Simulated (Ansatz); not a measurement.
`OB([SiH3])OCF` + `CF` → `OB([SiH3])CF` + `OCF`  (formal exchange of groups at a B–O bond)

Gas-phase electronic energies from Ansatz, PBE0-D4/def2-TZVP geometries. CCSD(T)/CBS adds triple-zeta CCSD(T) − MP2 to the extrapolated MP2 energy (def2 sets, frozen cores). This one scheme is used for every species. DFT in def2-TZVPP. B3LYP here is the variant with VWN-RPA as its local correlation; programs differ in this. Each species was taken in one conformer, which may not be the lowest.

| level | ΔE (kcal/mol) | difference from CCSD(T)/CBS |
| --- | --- | --- |
| PBE-D4 | 26.5 | -2.4 |
| r2SCAN-D4 | 28.5 | -0.4 |
| PBE0-D4 | 27.3 | -1.6 |
| B3LYP-D4 | 29.0 | 0.1 |
| ωB97X-V | 28.3 | -0.6 |
| ωB97M-V | 28.3 | -0.6 |
| B2PLYP | 29.4 | 0.5 |
| PBE | 26.3 | -2.6 |
| r2SCAN | 28.5 | -0.4 |
| PBE0 | 27.1 | -1.8 |
| B3LYP | 28.7 | -0.2 |
| HF/def2-TZVPP | 31.1 | 2.2 |
| MP2/def2-TZVPP | 29.8 | 0.9 |
| SCS-MP2/def2-TZVPP | 29.9 | 1.0 |
| CCSD/def2-TZVPP | 29.3 | 0.4 |
| CCSD(T)/def2-TZVPP | 29.4 | 0.5 |
| HF/def2-QZVPP | 31.3 | 2.4 |
| MP2/def2-QZVPP | 29.6 | 0.7 |
| SCS-MP2/def2-QZVPP | 29.7 | 0.8 |
| HF/CBS(def2) | 31.3 | 2.4 |
| MP2/CBS(def2) | 29.4 | 0.5 |
| CCSD/CBS(def2) | 28.8 | -0.1 |
| CCSD(T)/CBS | 28.9 | 0 |

Largest T1 diagnostic among the species: 0.013.

From PBE to PBE0 (25 % exact exchange), in def2-TZVPP and without D4, ΔE moves by +0.8 kcal/mol. In def2-TZVPP, CCSD(T) changes the Hartree–Fock value by −1.7 kcal/mol (the triples alone add +0.1 kcal/mol) and MP2 by −1.3 kcal/mol.
